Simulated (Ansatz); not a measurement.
Basis-set extrapolation for C₃H₂ClF₃ (`F/C(Cl)=C\C(F)F`) (PBE0-D4/def2-TZVP geometry, frozen core, Ansatz). Multiplicity 1, RHF reference.

|  | def2-TZVPP | def2-QZVPP |
| --- | --- | --- |
| HF | -872.738096 | -872.768527 |
| MP2 correlation | -1.402934 | -1.525969 |
| CCSD(T) correlation | -1.486351 | not run |

Energies in hartree. Use E(X) = E(∞) + A·exp(−7.88·√X) for Hartree–Fock and E(X) = E(∞) + B·X^(−2.97) for correlation, with X = 3 and 4, and add CCSD(T) minus MP2 of the smaller set to the MP2 limit.

Task: What is the CCSD(T) energy at the basis-set limit?

Result: HF limit: -872.768527 + (-0.030431) × 0.13774 = -872.77272. MP2 limit: -1.525969 + (-0.123035) × 0.74074 = -1.61711. Higher-order term: -1.486351 − (-1.402934) = -0.08342. Total: -874.47325 hartree, 156.1 kcal/mol below CCSD(T)/def2-TZVPP.
